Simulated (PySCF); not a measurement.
**V (vanadium, neutral) across methods**

[Ar] 3d5, high-spin 6S determinant (an excited configuration). Computed with PySCF 2.14 in def2-TZVPPD, with the non-relativistic Hamiltonian (point nucleus).

```csv
method,E (hartree),mean ε 3p α (eV),mean ε 3p β (eV),mean ε 3d α (eV),Σ⟨r²⟩ (bohr²),⟨S²⟩
HSE06,-943.645,-41.455,-36.757,-1.925,35.33,8.750
r2SCANh,-943.788,-41.060,-36.139,-1.634,35.52,8.750
LDA,-941.689,-38.406,-35.074,-1.481,36.45,8.750
PBE0,-943.624,-41.812,-37.072,-2.284,35.20,8.750
r2SCAN,-943.798,-39.902,-35.351,-1.216,36.00,8.750
r2SCAN0,-943.773,-42.804,-37.321,-2.278,34.81,8.750
PBE,-943.607,-38.478,-34.976,-1.300,36.61,8.750
UHF,-942.74668,-51.544,-42.600,-5.235,32.81,8.750
```

Estimate the same row for TPSS.

E (hartree) = -943.862; mean ε 3p α (eV) = -38.815; mean ε 3p β (eV) = -35.136; mean ε 3d α (eV) = -1.153; Σ⟨r²⟩ (bohr²) = 36.35; ⟨S²⟩ = 8.750.
